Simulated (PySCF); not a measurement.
A structure optimised at PBE0-D3(BJ)/def2-SVP, used in a PySCF frequency run:

```
In
Br 1 2.4578
Br 1 2.4578 2 120.00
Br 1 2.4578 2 120.00 3 180.00
```

### Question
Write its SMILES, formula and point group.

### Answer
[Br][In]([Br])[Br], Br3In, D3h

### Question
What are its rotational constants (standard atomic weights)?

### Answer
0.69803, 0.69803, 0.34902 GHz
